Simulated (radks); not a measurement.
Q: Numerical settings for the platinum ion Pt61+, [Ne] 3s2 3p5. Calculated with a radial shooting solver on a logarithmic mesh with Libxc functionals: non-relativistic Kohn-Sham, TPSS, spin-unpolarised, spherical densities, point nucleus; meta-GGA in the generalised Kohn-Sham scheme; relativity is left out, which matters for an element this heavy. The defaults (mesh step 0.008 in ln r, mesh end at 40 bohr or more with all orbitals vanishing there, Anderson mixing 0.5 over 9 steps, residual threshold near 1e-9 with the energy settled to 1e-9 hartree or 1e-11 of itself, here a cap of 82 iterations) give E = -13290.918 hartree and 3p at -6478.5 eV in 9 iterations. Run on one thread of a shared host, so times are rough (Arm Neoverse V2): 0.04 s of CPU time, 0.04 s wall, 9 iterations on 2476 mesh points. One setting is changed at a time: mesh step in ln r 0.003; mesh step in ln r 0.02; mesh step in ln r 0.05; mesh end (bohr) 5; mesh end (bohr) 12; residual threshold 0.01; residual threshold 1e-16; mixing 1; linear mixing, mixing 0.5; linear mixing, mixing 0.8; mixing history 20; iteration cap 2. Which runs fail to converge, and which converge to a wrong energy?

A: Not converged within the cap: residual threshold 1e-16; iteration cap 2. No run marked as converged misses the energy by more than 1 mhartree.
